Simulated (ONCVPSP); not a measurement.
**Ranking ONCV potentials for lead (Pb)**

All share these settings but for the change named:

```
Element                 : lead
Generator               : ONCVPSP 4.0.1
Type                    : optimised norm-conserving Vanderbilt (ONCV)
Functional              : LDA (Perdew-Wang 92)
Relativity              : scalar-relativistic
Frozen core             : [Xe] 4f14 5d10
Valence charge          : 4
Reference configuration : 6s2 6p1 (charge +1)
Partial waves           : 6s: rc 2.05 bohr, ncon 4, nbas 8, qcut 3.1 1/bohr, 3 projectors, debl 2.2 Ha; 6p: rc 2.50 bohr, ncon 4, nbas 7, qcut 3.5 1/bohr, 2 projectors, debl 2.7 Ha
Local potential         : polynomial inside 1.80 bohr (lpopt 4, dvloc0 3 Ha)
Core correction         : Teter function, fcfact 2, rcfact 1.1
```

Cutoff: the first of the cutoffs (Ha) at which the residual kinetic energy of the hardest occupied pseudo-wave falls to 1 and 0.1 mHa per electron; the density cutoff is not measured.

The base gives 17 Ha.

Of 8 variants that were run, those that failed, showed a ghost or another fault, or gave nearly equal values are left out.

A variant can come out equal or close to the base.

(1) Rank these variants from softest to hardest (loose cutoff).
A. all radii but the core radius scaled by about 1.33 (s 2.72, p 3.32 bohr); local potential polynomial inside 2.38 bohr (lpopt 4, dvloc0 3 Ha)
B. all radii but the core radius scaled by about 1.24 (s 2.54, p 3.10 bohr); local potential polynomial inside 2.24 bohr (lpopt 4, dvloc0 3 Ha)
C. all radii but the core radius scaled by about 1.03 (s 2.12, p 2.58 bohr); local potential polynomial inside 1.86 bohr (lpopt 4, dvloc0 3 Ha)
D. all radii but the core radius scaled by about 1.12 (s 2.28, p 2.80 bohr); local potential polynomial inside 2.00 bohr (lpopt 4, dvloc0 3 Ha)
E. all radii but the core radius scaled by about 1.20 (s 2.46, p 3.00 bohr); local potential polynomial inside 2.16 bohr (lpopt 4, dvloc0 3 Ha)

Results:

(1) A (4 Ha), B (6 Ha), E (6 Ha), D (10 Ha), C (16 Ha).
